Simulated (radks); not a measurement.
Task: Eu14+, configuration [Kr] 4d10 4f2 5s1. Method: scalar-relativistic Kohn-Sham, BLYP, spin-polarised, spherical densities, finite nucleus; open shells are filled with parallel spins first (spin-orbit coupling, left out, can overturn this in heavy ions); Fermi nuclear charge, rms radius 5.1115 fm; computed with a radial shooting solver on a logarithmic mesh with Libxc functionals. Some entries of the table are withheld. Estimate them.

orbital,occ.,eigenvalue (eV),<r> (bohr)
1s up,1,-48660.40,0.02232
1s down,1,-48660.23,0.02232
2s up,1,-8234.694,0.09512
2s down,1,-8234.565,0.09512
2p up,3,-7369.470,0.08389
2p down,3,-7369.349,0.08389
3s up,1,-2041.662,0.2495
3s down,1,-2040.400,0.2494
3p up,3,-1772.316,0.2479
3p down,3,-1771.060,0.2478
3d up,5,-1411.807,0.2259
3d down,5,-1410.815,0.2257
4s up,1,-628.9495,0.5557
4s down,1,-626.1683,0.5557
4p up,3,-538.2780,0.5834
4p down,3,-535.5046,0.5832
4d up,5,-411.5536,0.6190
4d down,5,-408.7341,0.6186
5s up,1,-273.4228,(1)
4f up,2,-271.2416,0.6676
5s down,0,-270.5341,(2)
4f down,0,-268.2712,0.6674

Result: 
(1) 5s up <r> (bohr): 1.122
(2) 5s down <r> (bohr): 1.128
